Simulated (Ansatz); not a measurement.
The same ligand exchange along the group Al, Ga, In.

Isolated molecules relaxed with PBE0-D4/def2-TZVP in Ansatz; ΔE leaves out vibrations. CBS: MP2 limit from def2 TZ/QZ plus the TZ coupled-cluster correction, frozen cores. This one scheme is used for every species. Functionals use def2-TZVPP. B3LYP here is the variant with VWN-RPA as its local correlation; programs differ in this. Elements past krypton have def2 core potentials. For Ga, In outer-core shells are correlated without core-valence functions, which leaves a few kJ/mol of doubt a bond. Scalar relativity is left out up to krypton. Each species was taken in one conformer, which may not be the lowest.

```tsv
reaction	r2SCAN-D4 (eV)	B3LYP-D4 (eV)	B2PLYP (eV)	MP2/CBS(def2) (eV)
`[OH][Al]([SH])[O][SiH3]` + CH₃OH → `C[O][Al]([OH])[SH]` + `O[SiH3]`	0.31	0.32	0.32	0.32
`[OH][Ga]([SH])[O][SiH3]` + CH₃OH → `C[O][Ga]([OH])[SH]` + `O[SiH3]`	0.17	0.19	0.18	0.18
`[OH][In]([SH])[O][SiH3]` + CH₃OH → `C[O][In]([OH])[SH]` + `O[SiH3]`	0.25	0.26	0.25	0.28
```

(1) Give the CCSD(T)/CBS values in the same order. (An estimate is asked.)

Largest T1 diagnostic: 0.016, for `C[O][In]([OH])[SH]`.

Results:

(1) The calculation gave: 0.33, 0.20, 0.29 eV.
